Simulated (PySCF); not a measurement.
A structure optimised at PBE-D3(BJ)/def2-SVP, used in a PySCF frequency run:

```xyz
9

W     -0.0432     0.0561    -0.1303
N      0.9719    -0.2491    -1.5411
H      1.7605    -0.7256    -1.9922
S      0.6382    -1.0276     1.6202
O     -1.8535    -0.4309    -0.5172
H     -2.1556    -0.6237    -1.4230
N      0.1297     1.9703     0.1996
H      0.5601     2.6371    -0.4465
H     -0.0614     2.4046     1.1085
```
Charge 0, spin multiplicity 1.

**Question.** Write its SMILES and formula.

**Answer.** [NH]=[W]([NH2])([OH])=[S], H4N2OSW

**Question.** What are its rotational constants (standard atomic weights)?

**Answer.** 3.1343, 2.1160, 1.9564 GHz
